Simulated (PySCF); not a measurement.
A structure optimised at PBE-D3(BJ)/def2-SVP, used in a PySCF frequency run:

```
C
O 1 1.2076
O 1 1.3438 2 126.19
H 3 0.9829 1 106.37 2 0.00
C 1 1.5517 2 123.98 3 180.00
F 5 1.3366 1 110.07 2 0.00
F 5 1.3486 6 108.86 1 -121.01
F 5 1.3486 6 108.86 7 -117.97
```
Charge 0, spin multiplicity 1.

**Question.** Write its SMILES, formula and point group.

**Answer.** O=C(O)C(F)(F)F, C₂HF₃O₂, Cs

**Question.** What are its rotational constants (standard atomic weights)?

**Answer.** 3.7955, 2.4631, 2.0426 GHz
